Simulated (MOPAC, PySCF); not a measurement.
C₄H₅N, SMILES `C=CCC#N` (C–C–C–C torsion 124°), neutral singlet in the gas phase. 

Cartesian coordinates (Å):
```xyz
10

C     -1.5586     0.6238     0.0703
C     -0.5888    -0.1672    -0.3573
C      0.6754    -0.4223     0.4117
C      1.8673    -0.1048    -0.3641
N      2.8004     0.1419    -0.9880
H     -1.4860     1.1565     1.0132
H     -2.4622     0.7678    -0.5092
H     -0.6787    -0.6819    -1.3095
H      0.7412    -1.4782     0.6989
H      0.6900     0.1645     1.3339
```
Charge 0, spin multiplicity 1.

All levels are single points at this geometry (PBE0-D4/def2-TZVP); Pople sets use spherical d functions. Orbital energies aren't observables, and empty levels follow the basis.

```csv
level,HOMO (eV),LUMO (eV),gap (eV),dipole (D),"vertical IE, Delta-SCF (eV)"
PBE0-D4/def2-TZVP in PySCF,-8.29,-0.45,7.84,4.01,–
B3LYP/6-311+G** in PySCF,-8.07,-0.78,7.29,4.03,–
SVWN5/6-31G* in PySCF,-6.92,-1.20,5.72,3.82,10.32
HF/STO-3G in PySCF,-9.23,7.92,17.15,3.13,–
PM3 in MOPAC,-10.88,0.54,11.41,3.26,–
PM6 in MOPAC,-10.92,0.55,11.46,3.57,–
```
